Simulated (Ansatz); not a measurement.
C2H5NSi can be A, `C1=NC[SiH2]1`, or B, `C[SiH]1C=N1`.

Isolated molecules relaxed with PBE0-D4/def2-TZVP in Ansatz; ΔE leaves out vibrations. CCSD(T)/CBS adds triple-zeta CCSD(T) − MP2 to the extrapolated MP2 energy (def2 sets, frozen cores). Functionals use def2-TZVPP. B3LYP here is the variant with VWN-RPA as its local correlation; programs differ in this.

A:

Z-matrix (Å, degrees):
```
C
N 1 1.488
Si 1 1.897 2 88.2
H 1 1.092 2 110.8 3 -120.0
H 1 1.092 2 110.9 3 120.1
C 2 1.283 1 104.7 3 0.1
H 3 1.490 1 118.9 2 112.5
H 3 1.490 1 119.0 2 -112.7
H 6 1.089 2 120.8 1 180.0
```

B:

```xyz
9

C     0.374    0.052    1.354
Si   -0.492   -0.343   -0.238
C    -0.153    0.475   -1.780
N     0.478   -0.634   -1.718
H     0.646   -0.866    1.881
H     1.284    0.622    1.157
H    -0.269    0.640    2.013
H    -1.716   -1.158   -0.083
H    -0.151    1.212   -2.586
```

(1) Which is lower in electronic energy at CCSD(T)/CBS, and by how much? (Best estimate.)

(2) Give E(B) − E(A) in kJ/mol with BLYP-D4, CCSD(T)/def2-TZVPP, ωB97M-V, MP2/def2-TZVPP, B3LYP-D4, HF/def2-TZVPP, PBE-D4. (An estimate is asked.)

(3) Does the order hold for the free energy at 298.15 K (harmonic terms from PBE0-D4)? (Estimate.)

Largest T1 diagnostic: 0.014.

Answers

(1) The calculation gave: B, by 37.5 kJ/mol.

(2) Computed: BLYP-D4 -39.2, CCSD(T)/def2-TZVPP -36.2, ωB97M-V -40.8, MP2/def2-TZVPP -41.8, B3LYP-D4 -38.3, HF/def2-TZVPP -34.3, PBE-D4 -37.0. None reverses the order clearly.

(3) Ansatz gave: Yes: G(B) − G(A) = -39.6 kJ/mol.

Leaving LDA and LC-ωPBE aside and taking each functional with its dispersion term where it has one, the values, not all of them listed here, spread over 15.0 kJ/mol, from B97M-V to ωB97X-V. LDA lies +8.6 kJ/mol from PBE without D4. From BLYP to BHLYP (50 % exact exchange), in def2-TZVPP and without D4, E(B) − E(A) moves by +5.0 kJ/mol.
